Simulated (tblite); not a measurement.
Problem. Give a GFN2-xTB geometry of InChI=1S/C4H14N2SSi2/c1-5-4-8-2-3-9(7)6-8/h5-9H,2-4H2,1H3/t8-,9-/m0/s1.

Solution. 
```xyz
23
C4H14N2SSi2 angstrom
C      3.8258    0.5167    0.3115
N      2.5682    0.3022   -0.3751
C      1.5897   -0.3933    0.4412
Si    -0.0234   -0.6212   -0.5346
C     -1.0526    0.9654   -0.7566
C     -2.5292    0.5644   -0.8384
Si    -2.8351   -0.9157    0.3127
S     -3.6125   -0.3891    2.2528
N     -1.2045   -1.4718    0.4180
H      3.7208    1.0772    1.2537
H      4.5042    1.0588   -0.3452
H      4.2643   -0.4549    0.5412
H      2.1878    1.1970   -0.6669
H      2.0111   -1.3720    0.6829
H      1.4147    0.1154    1.4052
H      0.2243   -1.2991   -1.8136
H     -0.7703    1.5420   -1.6372
H     -0.9094    1.6232    0.1040
H     -3.1768    1.4175   -0.6334
H     -2.7510    0.2451   -1.8562
H     -3.7692   -1.9222   -0.1697
H     -2.7115    0.5427    2.5254
H     -0.9700   -2.3013    0.9343
```

Orientation and origin are arbitrary. Atoms count from 1 in this order. Of the pairs four or more bonds apart, H12···H14 is among the closest relative to their van der Waals radii: 2.44 Å, 102 % of the sum of Bondi's values. S8 (sulfur bonded to Si and H) is bent (angle 96.4°). N9 (nitrogen bridging silicon atoms) is planar (angles 121.8°, 121.2° and 116.8°, sum 359.7°, 0.04 Å off the plane of its three neighbours). Si7 (SiH silicon) is distorted tetrahedral (angles from 97.8° to 116.2°).

Bonds between heavy atoms (Å): C1–N2 1.449, N2–C3 1.452, C3–Si4 1.899, Si4–C5 1.904, C5–C6 1.532, C6–Si7 1.900, Si7–S8 2.155, Si7–N9 1.726, Si4–N9 1.740.

The geometry is computed with GFN2-xTB (gas phase).

Point group: C1 (no symmetry element, even within 0.4 Å). Its GFN2-xTB frequencies are all real (lowest 26 cm⁻¹). The numbers are those of one conformer (C1–N2–C3–Si4 180°, N2–C3–Si4–C5 -73°, C6–Si7–S8–H -50°, C3–Si4–C5–C6 -150°, Si4–C5–C6–Si7 35°, C5–C6–Si7–S8 97°, C6–Si7–N9–Si4 -3°).
